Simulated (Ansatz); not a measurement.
Compare A (`C#[C][GeH]([CH3])[CH3]`) with its isomer B (`C#CC[CH2][GeH3]`).

Isolated molecules relaxed with PBE0-D4/def2-TZVP in Ansatz; ΔE leaves out vibrations. CCSD(T)/CBS is the MP2 limit (def2-TZVPP, def2-QZVPP) plus CCSD(T) − MP2 in def2-TZVPP, frozen cores. Functionals use def2-TZVPP. B3LYP here is the variant with VWN-RPA as its local correlation; programs differ in this. For Ge outer-core shells are correlated without core-valence functions, which leaves a few kJ/mol of doubt a bond. Scalar relativity is left out up to krypton. One conformer a species, not always the lowest.

Which isomer does CCSD(T)/CBS put lower? Give the gap. (Estimate.)

Ansatz gave: A, by 86.0 kJ/mol.

Give E(B) − E(A) in kJ/mol with MP2/def2-TZVPP, B3LYP-D4, ωB97M-V, PBE-D4, B2PLYP, r2SCAN-D4, B3LYP. (An estimate is asked.)

The calculation gave: MP2/def2-TZVPP 96.0, B3LYP-D4 79.8, ωB97M-V 83.2, PBE-D4 75.0, B2PLYP 86.3, r2SCAN-D4 82.5, B3LYP 79.5. None reverses the order clearly.

Largest T1 diagnostic: 0.011.

In def2-TZVPP, CCSD(T) changes the Hartree–Fock value by +8.2 kJ/mol (the triples alone add +1.2 kJ/mol) and MP2 by +12.7 kJ/mol.
